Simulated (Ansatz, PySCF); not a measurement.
Reaction (SMILES): CNC [N-methylmethanamine] + 2 [H][H] (H2) → 2 C (CH4) + N (NH3)
Geometries: B3LYP-D3(BJ)/def2-TZVP minima from Ansatz (a program for electronic structure).
Geometry of the first species:
```
N
H 1 1.0122
C 1 1.4533 2 109.85
H 3 1.0907 1 109.81 2 53.61
H 3 1.0928 4 107.72 1 -119.03
H 3 1.1029 4 108.38 5 -115.97
C 1 1.4533 2 109.85 3 -124.94
H 7 1.0907 1 109.81 2 -53.61
H 7 1.0928 8 107.72 1 119.03
H 7 1.1029 8 108.38 9 115.97
```
Charge 0, spin multiplicity 1.

Wanted: energy of full hydrogenation (0 K, with B3LYP-D3(BJ) harmonic zero-point energies from PySCF), in eV. Correlated levels leave the core frozen unless marked. No spin-orbit coupling. Non-relativistic. CBS(X,Y): correlation extrapolated as X^-3; Hartree-Fock from the larger set. [CCSD(T)-MP2]/basis is that difference in the basis named.

| level | program | energy of full hydrogenation (eV) | minus last row |
|---|---|---|---|
| HF/6-31G | Ansatz | -2.18 | -0.35 |
| HF/aug-cc-pVDZ | Ansatz | -2.06 | -0.23 |
| HF-D3(BJ)/def2-TZVPD | PySCF + dftd3 | -1.73 | 0.10 |
| PBE0/def2-QZVPP | Ansatz | -1.88 | -0.05 |
| TPSSh/def2-TZVPD | PySCF | -1.71 | 0.12 |
| r2SCAN0-D4/def2-TZVPD | Ansatz + dftd4 | -1.83 | 0.00 |
| B2PLYP-D3(BJ)/def2-TZVPD | Ansatz + dftd3 | -1.80 | 0.03 |
| B2PLYP-D4/def2-TZVPD | Ansatz + dftd4 | -1.80 | 0.03 |
| PBE-QIDH/def2-TZVPD | Ansatz | -1.81 | 0.02 |
| MP2/6-31G | Ansatz | -1.75 | 0.08 |
| SCS-MP2/cc-pVDZ | Ansatz | -1.68 | 0.15 |
| CCSD(T)/aug-cc-pVTZ | Ansatz | -1.84 | -0.01 |
| CCSD(T) with core electrons/cc-pwCVTZ | Ansatz | -1.83 | 0.00 |
| RI-MP2/CBS(cc-pVTZ,cc-pVQZ)+[CCSD(T)-MP2]/cc-pVTZ | Ansatz | -1.83 | 0.00 |
| RI-MP2/CBS(aug-cc-pVTZ,aug-cc-pVQZ)+[CCSD(T)-MP2]/aug-cc-pVTZ | Ansatz | -1.83 | 0.00 |
